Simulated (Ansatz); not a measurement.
Geometry optimisation, RKS PBE/def2-SVP (Ansatz).

input.yaml

```yaml
crystal:
  periodic: [false, false, false]
  atoms:
    - { symbol: Ge, position_ang: [0.0, 0.0, 0.0] }
    - { symbol: Cl, position_ang: [0.0, 0.0, 2.22] }
    - { symbol: Cl, position_ang: [2.0935, 0.0, -0.7393] }
    - { symbol: Cl, position_ang: [-1.0456, 1.8115, -0.7393] }
    - { symbol: Cl, position_ang: [-1.0456, -1.8115, -0.7393] }
basis:
  gaussian: { orbitals: def2-SVP }
hamiltonian:
  xc: pbe
relax:
  f_tol: 0.02
  max_steps: 40
output:
  orbitals: {}
```

Run as:

```bash
$ ansatz run input.yaml --threads 2 --pin off --max-ram 3072MiB --backend cpu --events-out ev --progress --plain --runs-dir out
```

Task: Where does it end, and by what steps?

Result: It converged. After 2 steps the energy has fallen by 0.155 eV; Cl3 moved furthest, 0.07 Å.

```tsv
step	energy less start (eV)	largest force component (eV/Å)	accepted
0	0.0000	1.049	yes
1	-0.1526	0.151	yes
2	-0.1551	0.019	yes
```

```xyz
5
Properties=species:S:1:pos:R:3
Ge 0.000 0.000 0.000
Cl 0.000 0.000 2.148
Cl 2.026 0.000 -0.715
Cl -1.012 1.754 -0.716
Cl -1.012 -1.754 -0.716
```

Whether the end is a true minimum wasn't checked by a vibrational analysis.

Time of the run: 6.9 s on 2 threads of Arm Neoverse V1 (shared host), peak memory 0.16 GiB.
